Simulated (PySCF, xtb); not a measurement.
GeH₂I₂, SMILES [I][GeH2][I].

xtb 6.7.1 with GFN2-xTB at its own geometry gives an orbital gap of 5.17 eV and a dipole moment of 4.71 D.

Coordinates come from a B3LYP-D3(BJ)/def2-SVP optimisation. The def2 effective core potentials stand for the cores of I; spin–orbit coupling is left out.

Q: What does PySCF with CAM-B3LYP/def2-TZVPD give? (Estimate from the structure and the level; the computed values follow.)

A: gap 7.66 eV (levels -8.89 and -1.23 eV), dipole 1.36 D.
